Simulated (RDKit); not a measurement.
RDKit input (MMFF94):

```python
from rdkit import Chem
from rdkit.Chem import AllChem, rdDetermineBonds

mol = Chem.MolFromXYZFile('mol.xyz')
rdDetermineBonds.DetermineBonds(mol, charge=1)
print('SMILES', Chem.MolToSmiles(Chem.RemoveHs(mol)))
ff = AllChem.MMFFGetMoleculeForceField(mol, AllChem.MMFFGetMoleculeProperties(mol))
e0 = ff.CalcEnergy()
flag = ff.Minimize(maxIts=5000, forceTol=1e-5)
print(f'energy {e0:.4f} -> {ff.CalcEnergy():.4f} kcal/mol, converged: {flag == 0}')
print(Chem.MolToXYZBlock(mol))
```
mol.xyz:
```
5

Si    -0.00516600     0.00120900     0.00336700
O      1.38196900    -0.56400300    -0.38810600
F     -0.70509900    -0.24961000     1.34259800
F     -0.73755000     0.87443300    -1.01424800
H      2.00041200    -1.12830800     0.10256600
```

Output:

```
SMILES [OH+]=[Si](F)F
energy -11.6613 -> -32.3859 kcal/mol, converged: True
5

Si     0.250829    0.448013    0.174536
O      1.403762   -0.504759   -0.586540
F     -0.325505   -0.467199    1.355480
F     -0.906577    0.753901   -0.885635
H      1.512056   -1.296235   -0.011665
```

The dipole moment of an ion depends on the origin.

The geometry given is a B3LYP-D3(BJ)/def2-TZVP minimum.
